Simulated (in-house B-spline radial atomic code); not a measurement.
A run on neutral indium that did not converge. Method: scalar-relativistic (X2C) B3LYP, spin-polarised, spherical fractional occupations, Fermi nucleus of rms radius 4.6156 fm; computed with an all-electron radial atomic-structure program (B-spline basis).

Command:
```bash
python run_scf.py task.json out
```
Settings (nuclear radius in fm, mass in u):
```
Z                49
configuration    [Kr] 4d10 5s2 5p0.75 5f0.25
hamiltonian      x2c
method           b3lyp
spin_polarised   True
nucleus          fermi
rms_radius       4.6156
atomic_mass      114.90388
speed_of_light   137.035999084
```

First and last ten iterations of the last attempt (damped for 15 steps, keeping 80 % of the old Fock matrix, then DIIS):
```
 iter        energy (Eh)    residual
    1       -5879.675293    4.49e-01
    2       -5879.608989    1.88e-01
    3       -5880.500945    1.12e-01
    4       -5880.847801    6.52e-02
    5       -5880.973322    4.03e-02
    6       -5881.016355    2.51e-02
    7       -5881.030614    1.59e-02
    8       -5881.035264    1.02e-02
    9       -5881.036782    6.72e-03
   10       -5881.037286    4.51e-03
  111       -5881.037737    1.43e-05
  112       -5881.037736    1.36e-05
  113       -5881.037764    1.43e-05
  114       -5881.037767    1.37e-05
  115       -5881.037772    1.37e-05
  116       -5881.037733    1.37e-05
  117       -5881.037757    1.28e-05
  118       -5881.037757    1.20e-05
  119       -5881.037634    1.09e-05
  120       -5881.037729    1.26e-05
 not converged after 120 iterations
```

The smallest residual met was 4.3e-06; the threshold is about 5e-07. No energy from this run should be used. Run time, properties included: 6.6 s on 1 thread of Arm Neoverse V2 (shared host).
